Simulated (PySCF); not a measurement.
CH₁₁NOSi₃, SMILES [SiH3]N[SiH2][SiH2]OC. Atoms are numbered in the order given.

```xyz
17

C     -4.0542    -0.2014    -0.2807
O     -2.7021    -0.2623    -0.6392
Si    -1.4563     0.2080     0.3685
Si     0.5655    -0.1616    -0.7528
N      1.8377     0.5677     0.2007
Si     3.3855    -0.0905     0.6523
H     -4.2752    -0.8164     0.6119
H     -4.6608    -0.5847    -1.1154
H     -4.3808     0.8342    -0.0696
H     -1.5072    -0.5562     1.6603
H     -1.5922     1.6616     0.7323
H      0.4789     0.3869    -2.1461
H      0.8707    -1.6206    -0.8495
H      1.6945     1.5468     0.4371
H      4.5210     0.4319    -0.1744
H      3.6910     0.2365     2.0797
H      3.3119    -1.5700     0.4755
```
Charge 0, spin multiplicity 1.

Coordinates come from a PBE0-D3(BJ)/def2-SVP optimisation. This is a generated structure with no PubChem entry under its InChIKey; it may be hypothetical. Other conformers were not sampled.

These are PBE/pcSseg-1 in PySCF values and carry that method's errors.

GIAO shieldings, no solvent; atoms listed in one row are averaged. δ = σ(ref) − σ: ¹³C against TMS (σ = 182.0 ppm); ¹⁷O against H2O (σ = 334.3 ppm); ²⁹Si against TMS (σ = 335.4 ppm); ¹⁵N against NH3 (σ = 267.0 ppm); ¹H against TMS (σ = 31.49 ppm), references at their B3LYP-D3(BJ)/def2-TZVP geometries, non-relativistic.

Computed chemical shifts:
```
nucleus          atoms  count  δ (ppm)
-------  -------------  -----  -------
¹³C                 C1      1     60.5
¹⁷O                 O2      1      0.8
²⁹Si               Si3      1    -24.8
²⁹Si               Si4      1    -42.6
²⁹Si               Si6      1    -45.4
¹⁵N                 N5      1     -2.8
¹H                 H12      1     5.50
¹H            H10, H11      2     5.38
¹H                 H13      1     5.30
¹H       H15, H16, H17      3     5.16
¹H          H7, H8, H9      3     3.93
¹H                 H14      1    -1.24
```
